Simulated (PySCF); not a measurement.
Computed shifts of a molecule C4H12OSi, PBE/pcSseg-1 (PySCF), GIAO, gas phase, atoms alike by connectivity averaged where their shifts nearly agree, in ppm (number of nuclei): ¹³C: 54.4 (1), 11.9 (1), 11.9 (1), -1.9 (1). ²⁹Si: 13.2 (1). ¹H: 5.11 (1), 3.91 (3), 1.41 (3), 1.24 (1), 0.51 (1), 0.45 (3). References: ¹³C against TMS (σ = 182.0 ppm); ²⁹Si against TMS (σ = 335.4 ppm); ¹⁷O against H2O (σ = 334.3 ppm); ¹H against TMS (σ = 31.49 ppm), references at their B3LYP-D3(BJ)/def2-TZVP geometries, non-relativistic. The structure is a stationary point at ωB97X-D3(BJ)/def2-SVP. The values are those of a single conformer.

Task: Which structure fits?
A) CO[C@@H](C)[SiH2]C
B) CC[SiH2]COC
C) CCO[SiH](C)C
D) CC[Si@H](C)OC

Result: D, CC[Si@H](C)OC
